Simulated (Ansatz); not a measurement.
Cost and result up the ladder for ScBr₃ (4 atoms). Charge 0, multiplicity 1. Geometry: PBE0-D4/def2-SVP.

```csv
atom,x (Å),y (Å),z (Å)
Sc1,0.000,-0.001,0.001
Br2,2.256,-0.389,-0.763
Br3,-0.582,2.109,1.019
Br4,-1.674,-1.720,-0.257
```

Ansatz on 4 threads of AMD EPYC 7R43 on a shared host. Times are rough, and most runs start from the orbitals of an earlier one. ωB97X-V/def2-TZVP serves as the yardstick here, not as an exact answer. Differences are given only for rows in sets of like size (and for xTB, whose basis is part of the method), since another set adds its own error. Binding counts from free atoms at the same level (Sc doublet, Br doublet; other spins of the atoms weren't run), without zero-point energy or a counterpoise term.

The 6-31G sets use Cartesian d functions. LC-ωPBE has ω = 0.4 bohr⁻¹. B3LYP takes the VWN-RPA correlation. Correlated methods freeze 32 core orbitals; core or outer-core shells of Sc, Br are correlated, in sets that lack core-valence functions. The rows differ in basis, and correlated rows in double-zeta sets carry the largest basis error.

Correlated methods converge slowly with the basis, most of all in double-zeta sets.

```
                level  functions  wall time  binding energy per atom (eV)  difference from ωB97X-V/def2-TZVP (eV)                         remarks
            HF/STO-3G         72      0.9 s                          4.53                                       –                               –
      PBE-D4/def2-SVP        127        2 s                          3.49                                       –                               –
LDA (SPW92)/def2-TZVP        189      2.1 s                          3.83                                    0.52                               –
       B3LYP-D4/6-31G        116      3.8 s                          3.17                                       –                               –
     PBE0-D4/def2-SVP        127      4.1 s                          3.35                                       –                               –
    LC-ωPBE/def2-TZVP        189      5.5 s                          3.23                                   -0.07                               –
        MP2/def2-TZVP        189        7 s                          3.42                                    0.11                               –
    PBE0-D4/def2-TZVP        189      7.5 s                          3.34                                    0.04                               –
   PBE0-D4/def2-TZVPD        219       10 s                          3.34                                    0.04                               –
     B2PLYP/def2-TZVP        189       12 s                          3.25                                   -0.05  test for broken spin undecided
 r2SCAN0-D4/def2-TZVP        189       12 s                          3.34                                    0.04                               –
     B97M-V/def2-TZVP        189       13 s                          3.37                                    0.06                               –
    ωB97X-V/def2-TZVP        189       16 s                          3.31                                    0.00                               –
     CCSD(T)/def2-SVP        127       26 s                          3.14                                       –                               –
```
